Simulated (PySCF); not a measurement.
Geometry:
```csv
atom,x (Å),y (Å),z (Å)
C1,2.360,0.190,0.207
N2,1.118,0.606,-0.399
C3,0.102,-0.433,-0.367
C4,-1.188,0.019,-1.079
C5,-2.083,0.329,0.136
Si6,-0.812,-0.453,1.327
H7,2.177,-0.031,1.260
H8,2.793,-0.711,-0.257
H9,3.084,1.001,0.139
H10,1.287,0.890,-1.362
H11,0.493,-1.385,-0.768
H12,-1.602,-0.785,-1.686
H13,-1.023,0.883,-1.723
H14,-3.071,-0.123,0.074
H15,-2.224,1.399,0.274
H16,-0.261,0.397,2.377
H17,-1.157,-1.783,1.838
```

- geometry: GFN2-xTB
- σ from GIAO-PBE0/pcSseg-1
- program: PySCF 2.14
- in vacuum, equivalent nuclei averaged, one computed conformer, non-relativistic

**Question.** List the cross peaks expected in HSQC, COSY and HMBC spectra.

**Answer.** 

HSQC (one-bond C–H):
| δH | δC |
| --- | --- |
| 2.88 (H11) | 57.2 (C3) |
| 2.68 (H12) | 31.5 (C4) |
| 2.46 (H7/H8/H9) | 39.1 (C1) |
| 1.93 (H13) | 31.5 (C4) |
| 1.85 (H15) | 6.6 (C5) |
| 1.43 (H14) | 6.6 (C5) |

COSY cross peaks (H two or three bonds apart, from the bond graph; peaks can be absent where the dihedral angle is near 90°):
| δH | δH |
| --- | --- |
| 4.75 (H17) | 4.45 (H16) |
| 4.75 (H17) | 2.88 (H11) |
| 4.75 (H17) | 1.85 (H15) |
| 4.75 (H17) | 1.43 (H14) |
| 4.45 (H16) | 2.88 (H11) |
| 4.45 (H16) | 1.85 (H15) |
| 4.45 (H16) | 1.43 (H14) |
| 2.88 (H11) | 2.68 (H12) |
| 2.88 (H11) | 1.93 (H13) |
| 2.68 (H12) | 1.93 (H13) |
| 2.68 (H12) | 1.85 (H15) |
| 2.68 (H12) | 1.43 (H14) |
| 1.93 (H13) | 1.85 (H15) |
| 1.93 (H13) | 1.43 (H14) |
| 1.85 (H15) | 1.43 (H14) |

HMBC (two and three bonds, from the bond graph):
| δH | δC |
| --- | --- |
| 4.75 (H17) | 57.2 (C3), 31.5 (C4), 6.6 (C5) |
| 4.45 (H16) | 57.2 (C3), 31.5 (C4), 6.6 (C5) |
| 2.88 (H11) | 39.1 (C1), 31.5 (C4), 6.6 (C5) |
| 2.68 (H12) | 57.2 (C3), 6.6 (C5) |
| 2.46 (H7/H8/H9) | 57.2 (C3) |
| 1.93 (H13) | 57.2 (C3), 6.6 (C5) |
| 1.85 (H15) | 57.2 (C3), 31.5 (C4) |
| 1.43 (H14) | 57.2 (C3), 31.5 (C4) |

Scale: ¹H and ¹³C vs TMS (reference shieldings calculated alike).

Short H···H contacts in this conformer between protons four or more bonds apart (candidates for NOE cross peaks, intensity ∝ r⁻⁶): H8···H11 2.45 Å, H7···H16 2.72 Å.

Exchangeable OH/NH protons stand at their gas-phase positions; hydrogen bonding in a real sample shifts them, mostly to higher δ. Shifts are as computed. Against solution values, carbons near 30 ppm lie about +3 ppm off and those near 130 ppm about +5 ppm. Of 1211 compounds with measured shifts, 218 miss one by over three times the rms of a fit or turn the order of signals round; such compounds aren't used in these exercises.
